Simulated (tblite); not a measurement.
Parent: `[CH:1]#[C:2]/[CH:3]=[CH:4]/[SiH:5]([CH3:6])[CH3:7]` with C3–C4–Si5–C6 120°, C6H10Si.

The geometries are computed with GFN2-xTB (gas phase). One conformer each, not checked by frequencies here.

```
coordinate of the parent    value
                   C1≡C2  1.202 Å
                   C2–C3  1.409 Å
                   C3=C4  1.336 Å
                  C4–Si5  1.884 Å
                  Si5–C6  1.904 Å
                  Si5–C7  1.904 Å
                C1–C2–C3   179.4°
                C2–C3–C4   123.5°
               C3–C4–Si5   124.7°
               C4–Si5–C6   108.9°
               C4–Si5–C7   108.9°
               C6–Si5–C7   109.6°
```

Q: How does the shared frame change in `[CH:1]#[C:2]/[CH:3]=[C:4](/[C:5]#[N:6])[SiH:7]([CH3:8])[CH3:9]` with C3–C4–Si7–C8 -65°, C7H9NSi? Atoms pair as C1 = C1, C2 = C2, C3 = C3, C4 = C4, Si5 = Si7, C6 = C8, C7 = C9 (parent first).

A: 
```json
{"parent": "C1≡C2", "relative": "C1≡C2", "value in the relative": "1.203 Å", "change": "+0.001"}
{"parent": "C2–C3", "relative": "C2–C3", "value in the relative": "1.402 Å", "change": "-0.007"}
{"parent": "C3=C4", "relative": "C3=C4", "value in the relative": "1.347 Å", "change": "+0.011"}
{"parent": "C4–Si5", "relative": "C4–Si7", "value in the relative": "1.910 Å", "change": "+0.026"}
{"parent": "Si5–C6", "relative": "Si7–C8", "value in the relative": "1.901 Å", "change": "-0.003"}
{"parent": "Si5–C7", "relative": "Si7–C9", "value in the relative": "1.897 Å", "change": "-0.007"}
{"parent": "C1–C2–C3", "relative": "C1–C2–C3", "value in the relative": "178.5°", "change": "-0.9"}
{"parent": "C2–C3–C4", "relative": "C2–C3–C4", "value in the relative": "123.1°", "change": "-0.4"}
{"parent": "C3–C4–Si5", "relative": "C3–C4–Si7", "value in the relative": "123.4°", "change": "-1.3"}
{"parent": "C4–Si5–C6", "relative": "C4–Si7–C8", "value in the relative": "107.5°", "change": "-1.4"}
{"parent": "C4–Si5–C7", "relative": "C4–Si7–C9", "value in the relative": "108.4°", "change": "-0.5"}
{"parent": "C6–Si5–C7", "relative": "C8–Si7–C9", "value in the relative": "111.3°", "change": "+1.7"}
```

Of the parent's bonds, C4–Si5 changes most (+0.026 Å). Bonds of the relative outside the shared frame: C4–C5 1.402, C5≡N6 1.149 Å. Point group Cs → C1.

Q: How does the shared frame change in `[CH:1]#[C:2]/[CH:3]=[C:4](/[CH3:5])[SiH:6]([CH3:7])[CH3:8]` with C3–C4–Si6–C7 -60°, C7H12Si? Atoms pair as C1 = C1, C2 = C2, C3 = C3, C4 = C4, Si5 = Si6, C6 = C7, C7 = C8 (parent first).

A: 
| parent | relative | value in the relative | change |
| --- | --- | --- | --- |
| C1≡C2 | C1≡C2 | 1.202 Å | 0.000 |
| C2–C3 | C2–C3 | 1.408 Å | -0.001 |
| C3=C4 | C3=C4 | 1.338 Å | +0.002 |
| C4–Si5 | C4–Si6 | 1.900 Å | +0.016 |
| Si5–C6 | Si6–C7 | 1.902 Å | -0.002 |
| Si5–C7 | Si6–C8 | 1.902 Å | -0.002 |
| C1–C2–C3 | C1–C2–C3 | 177.2° | -2.2 |
| C2–C3–C4 | C2–C3–C4 | 124.5° | +1.0 |
| C3–C4–Si5 | C3–C4–Si6 | 122.8° | -1.9 |
| C4–Si5–C6 | C4–Si6–C7 | 110.5° | +1.6 |
| C4–Si5–C7 | C4–Si6–C8 | 109.8° | +0.9 |
| C6–Si5–C7 | C7–Si6–C8 | 110.4° | +0.8 |

Of the parent's bonds, C4–Si5 changes most (+0.016 Å). Bonds of the relative outside the shared frame: C4–C5 1.497 Å.
